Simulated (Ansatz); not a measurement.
Program: Ansatz.

Input:

```yaml
crystal:
  periodic: [false, false, false]
  atoms:
    - { symbol: B, position_ang: [-1.294139, 0.984978, 0.098345] }
    - { symbol: Si, position_ang: [-0.550307, -0.785837, -0.004818] }
    - { symbol: C, position_ang: [-0.29726, -1.968541, 1.41995] }
    - { symbol: S, position_ang: [0.657384, 1.032726, 0.408429] }
    - { symbol: C, position_ang: [1.304078, 1.414544, -1.252652] }
    - { symbol: H, position_ang: [-1.582794, 1.528734, -0.888658] }
    - { symbol: H, position_ang: [-1.85405, 1.274008, 1.076608] }
    - { symbol: H, position_ang: [0.036121, -1.34629, -1.205003] }
    - { symbol: H, position_ang: [-0.55711, -1.500645, 2.37386] }
    - { symbol: H, position_ang: [-0.939967, -2.846935, 1.297418] }
    - { symbol: H, position_ang: [0.736756, -2.32293, 1.482488] }
    - { symbol: H, position_ang: [2.241276, 0.86904, -1.42598] }
    - { symbol: H, position_ang: [0.580051, 1.146597, -2.031818] }
    - { symbol: H, position_ang: [1.50676, 2.49125, -1.319268] }
basis:
  gaussian: { orbitals: STO-3G }
hamiltonian:
  xc: pbe0
  dispersion: d4
neb:
  order_check: false
  images: 2
  f_tol: 0.05
  max_iterations: 8
  initial_path: idpp
  climbing: false
  final_atoms:
    - { symbol: B, position_ang: [-1.20600793, 1.07267644, 0.2155081] }
    - { symbol: Si, position_ang: [-0.60495893, -0.74496021, 0.03030283] }
    - { symbol: C, position_ang: [-0.32411989, -1.96577302, 1.41739394] }
    - { symbol: S, position_ang: [0.76245391, 0.97380824, 0.36447314] }
    - { symbol: C, position_ang: [1.2975549, 1.33834372, -1.33982195] }
    - { symbol: H, position_ang: [-1.53226509, 1.65463937, -0.73734853] }
    - { symbol: H, position_ang: [-1.66140489, 1.38431629, 1.23999032] }
    - { symbol: H, position_ang: [-0.16131165, -1.32523226, -1.22073442] }
    - { symbol: H, position_ang: [-1.04671091, -2.78591792, 1.34831801] }
    - { symbol: H, position_ang: [0.67797727, -2.4054854, 1.38264006] }
    - { symbol: H, position_ang: [-0.45635469, -1.49180242, 2.39428727] }
    - { symbol: H, position_ang: [2.17462888, 0.72989158, -1.59700304] }
    - { symbol: H, position_ang: [0.49476635, 1.13775486, -2.05967196] }
    - { symbol: H, position_ang: [1.57255167, 2.39843975, -1.40943277] }
  n_images: 5
```

Launched with:

```bash
$ ansatz run input.yaml --threads 1 --pin off --max-ram 2048MiB --backend cpu --events-out ev --progress --plain --runs-dir out
```

**Question.** What does the program answer?

**Answer.** The program refused the input.

```
Error: YAML parse error: error: line 45 column 3: unknown field `n_images`, expected one of images, spring, climbing, order_check, relax_end_points, f_tol, exx_force_gate, max_iterations, max_displacement, density_extrapolation, optimiser, initial_path, freeze_fraction, magnetization_jump, magnetization_bend, levels_near_fermi, parallel_images, constraints, final_atoms
  --> <input>:45:3
   |
43 |     - { symbol: H, position_ang: [0.49476635, 1.13775486, -2.059671…
44 |     - { symbol: H, position_ang: [1.57255167, 2.39843975, -1.409432…
45 |   n_images: 5
   |   ^ unknown field `n_images`, expected one of images, spring, climbing, order_check, relax_end_points, f_tol, exx_force_gate, max_iterations, max_displacement, density_extrapolation, optimiser, initial_path, freeze_fraction, magnetization_jump, magnetization_bend, levels_near_fermi, parallel_images, constraints, final_atoms
```
